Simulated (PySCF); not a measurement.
In(H)2(OSiH3) (H5InOSi), SMILES [SiH3][O][InH2].

The structure is a stationary point at PBE0-D3(BJ)/def2-SVP. The def2 effective core potentials stand for the cores of In; spin–orbit coupling is left out.

Calculation: PySCF with IEF-PCM-M06-2X/def2-SVP.

The values are the electrostatic part of the solvation free energy, E(continuum) − E(gas) at the gas-phase geometry, in a cavity of scaled van der Waals radii (PySCF's table); cavitation and dispersion terms are not included. A continuum can't describe solvent molecules that bind to the metal. In vacuum the orbital gap is 8.00 eV. The dipole moment in vacuum is 2.73 D.

```json
[
 {"solvent": "water", "ε": "78.36", "ΔG(elec) (kcal/mol)": "-6.3", "dipole (D)": "3.36", "gap (eV)": "8.65"},
 {"solvent": "diethylether", "ε": "4.24", "ΔG(elec) (kcal/mol)": "-4.3", "dipole (D)": "3.18", "gap (eV)": "8.46"},
 {"solvent": "chloroform", "ε": "4.71", "ΔG(elec) (kcal/mol)": "-4.5", "dipole (D)": "3.19", "gap (eV)": "8.48"}
]
```
